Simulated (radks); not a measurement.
The barium ion Ba+, 55 electrons, occupied as [Xe] 6s1 (the NIST ground configuration).

Method: scalar-relativistic Kohn-Sham, PBEsol, spin-unpolarised, spherical densities, finite nucleus; Fermi nuclear charge, rms radius 4.8378 fm; computed with a radial shooting solver on a logarithmic mesh with Libxc functionals.

Energy parts (eV):
part                      energy
total                 -221278.39
kinetic                233560.11
electron-nucleus      -535187.31
Hartree                 85630.47
exchange-correlation    -5281.66

Orbitals (lengths in bohr, moments of r in powers of bohr):
orbital  occ.  eigenvalue (eV)      <r>
1s          2        -37244.76  0.02559
2s          2        -5892.208   0.1098
2p          6        -5285.363  0.09621
3s          2        -1248.092   0.2921
3p          6        -1053.517   0.2901
3d         10        -770.6204   0.2667
4s          2        -249.3109   0.6741
4p          6        -186.5241   0.7158
4d         10         -95.3502   0.8007
5s          2         -39.3879    1.636
5p          6         -24.3854    1.910
5d          0          -7.0806    3.092
6s          1          -7.5879    4.315
6p          0          -4.9658    5.379

The highest occupied level is 6s at -7.588 eV. The density falls to 0.001 e/bohr^3 at r = 4.71 bohr. The electron density at the nucleus is 3.339e+05 e/bohr^3 (large components only).
